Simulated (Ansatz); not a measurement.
Consider the formal exchange of groups at a Te–Si bond: `O[SiH](F)[TeH]` + `BC` → `CB[TeH]` + `O[SiH2]F`.

Computed with Ansatz on PBE0-D4/def2-TZVP structures; ΔE is electronic, products minus reactants. CBS: MP2 limit from def2 TZ/QZ plus the TZ coupled-cluster correction, frozen cores. This one scheme is used for every species. Functionals use def2-TZVPP. def2 core potentials past Kr. For Te outer-core shells are correlated without core-valence functions, which leaves a few kJ/mol of doubt a bond. Each species was taken in one conformer, which may not be the lowest.

`O[SiH](F)[TeH]`:

Cartesian coordinates in Å:
```
O -0.193 1.733 0.154
Si -0.161 0.138 0.479
F -1.573 -0.554 0.216
Te 1.485 -0.979 -1.018
H -0.266 2.007 -0.762
H 0.123 0.025 1.920
H 0.584 -2.369 -0.989
```

`BC`:

```xyz
7

B    -0.241   -0.732    0.424
C     0.114    0.589   -0.303
H     0.058   -0.903    1.572
H    -0.762   -1.637   -0.164
H     0.211    1.463    0.343
H     1.126    0.396   -0.701
H    -0.506    0.823   -1.171
```

`CB[TeH]`:

```xyz
8

C    -0.832    0.433   -0.195
B     0.716    0.385   -0.057
Te    1.847   -1.308    0.533
H    -1.226    1.223    0.457
H    -1.095    0.746   -1.213
H    -1.356   -0.496    0.030
H     1.397    1.342   -0.283
H     0.549   -2.325    0.727
```

`O[SiH2]F`:

Cartesian coordinates in Å:
```
O 0.819 0.539 -0.811
Si -0.267 -0.275 0.091
F -1.457 0.682 0.554
H 1.393 1.178 -0.386
H -0.829 -1.322 -0.782
H 0.342 -0.801 1.335
```

```json
{"level": "r2SCAN0-D4", "ΔE (kcal/mol)": "-4.7"}
{"level": "HF/def2-SVP", "ΔE (kcal/mol)": "-4.6"}
{"level": "HF/CBS(def2)", "ΔE (kcal/mol)": "-3.5"}
{"level": "MP2/CBS(def2)", "ΔE (kcal/mol)": "-5.6"}
```

Q: What does CCSD(T)/CBS give? (Best estimate.)

A: Ansatz gave: -5.9 kcal/mol. The listed levels differ from it by 1.2, 1.3, 2.4, 0.3 kcal/mol.

Q: What do rigid-rotor, harmonic-oscillator terms from PBE0-D4/def2-TZVP frequencies (298.15 K, 1 bar) make of the CCSD(T)/CBS value? (An estimate is asked.)

A: Ansatz gave: ΔZPE = +0.7 kcal/mol, ΔH = -5.7 kcal/mol, ΔS = -6 J/(mol·K), ΔG = -5.3 kcal/mol.

Largest T1 diagnostic among the species: 0.013.

Leaving LDA and LC-ωPBE aside and taking each functional with its dispersion term where it has one, the values, not all of them listed here, spread over 1.9 kcal/mol, from B2PLYP to BHLYP-D4. LDA lies −0.9 kcal/mol from PBE without D4. At CCSD(T), def2-SVP lies −2.6 kcal/mol from the extrapolated value and def2-TZVPP −1.1 kcal/mol. From BLYP to BHLYP (50 % exact exchange), in def2-TZVPP and without D4, ΔE moves by +1.0 kcal/mol.
